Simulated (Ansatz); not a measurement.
`CB1CS1` → `B1CS1` + `[CH2]` (triplet) at 400 K and 1 bar (formal loss of a carbene).

Isolated molecules relaxed with PBE0-D4/def2-TZVP in Ansatz; ΔE leaves out vibrations. CBS: MP2 limit from def2 TZ/QZ plus the TZ coupled-cluster correction, frozen cores. This one scheme is used for every species. Triplets are unrestricted, without spin–orbit coupling.

| species | CCSD(T)/CBS energy (Eh) | H − E (kJ/mol) | S (J/(mol·K)) |
| --- | --- | --- | --- |
| `CB1CS1` | -501.69308 | 203.9 | 330.6 |
| `B1CS1` | -462.41225 | 121.8 | 277.8 |
| `[CH2]` (triplet) | -39.09499 | 59.0 | 205.7 |

H − E and S are ideal-gas, rigid-rotor, harmonic terms from PBE0-D4/def2-TZVP, with the whole ground term of open shells counted as degenerate. 1 Eh = 2625.50 kJ/mol, R = 8.31446 J/(mol·K).

**Question.** By hand: ΔE, ΔH, ΔS and ΔG.

**Answer.** ΔE = (-462.41225) + (-39.09499) − (-501.69308) = 0.18584 Eh = 487.9 kJ/mol. Δ(H − E) = 121.8 + 59.0 − 203.9 = -23.1, so ΔH = 464.8 kJ/mol. ΔS = 277.8 + 205.7 − 330.6 = 152.9 J/(mol·K). ΔG = 464.8 − 400 × (152.9)/1000 = 403.6 kJ/mol.

**Question.** By hand: the equilibrium constant, and the temperature at which ΔG would vanish if ΔH and ΔS stayed fixed.

**Answer.** log₁₀ K = −ΔG/(RT ln 10) = -52.7. ΔG = 0 at ΔH/ΔS = 3040 K, far beyond where these terms or the molecules hold.

The number of gas molecules changes by +1, which sets the sign of ΔS. A doubt of 5 kJ/mol in ΔE shifts log₁₀ K by 0.7 here. A triplet takes part, so the spin changes. These are equilibria of isolated gas molecules and say nothing of rates. Largest T1 diagnostic: 0.016 (customary marks: 0.02 for closed shells, 0.045 for open ones).
